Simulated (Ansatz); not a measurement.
Consider the substitution at a C–N bond: `CN(C)P` + `O[SiH2]S[SiH3]` → `CO[SiH2]S[SiH3]` + `CNP`.

Calculated with Ansatz (gas phase, PBE0-D4/def2-TZVP geometries, no zero-point term in ΔE). CCSD(T)/CBS adds triple-zeta CCSD(T) − MP2 to the extrapolated MP2 energy (def2 sets, frozen cores). DFT in def2-TZVPP. B3LYP here is the variant with VWN-RPA as its local correlation; programs differ in this. Each species was taken in one conformer, which may not be the lowest.

| level | ΔE (kJ/mol) | difference from CCSD(T)/CBS |
| --- | --- | --- |
| PBE-D4 | 34.3 | -1.8 |
| r2SCAN-D4 | 34.1 | -2.0 |
| PBE0-D4 | 33.8 | -2.3 |
| B3LYP-D4 | 30.1 | -6.0 |
| B2PLYP | 32.7 | -3.4 |
| PBE | 33.4 | -2.7 |
| r2SCAN | 34.3 | -1.8 |
| PBE0 | 33.3 | -2.8 |
| HF/def2-TZVPP | 22.8 | -13.3 |
| SCS-MP2/def2-TZVPP | 36.3 | 0.2 |
| CCSD(T)/def2-TZVPP | 35.8 | -0.3 |
| HF/def2-QZVPP | 22.4 | -13.7 |
| MP2/def2-QZVPP | 41.3 | 5.2 |
| SCS-MP2/def2-QZVPP | 36.3 | 0.2 |
| MP2/CBS(def2) | 41.5 | 5.4 |
| CCSD/CBS(def2) | 34.3 | -1.8 |
| CCSD(T)/CBS | 36.1 | 0 |

Largest T1 diagnostic among the species: 0.012.

In def2-TZVPP, CCSD(T) changes the Hartree–Fock value by +13.1 kJ/mol (the triples alone add +1.8 kJ/mol) and MP2 by +18.5 kJ/mol.
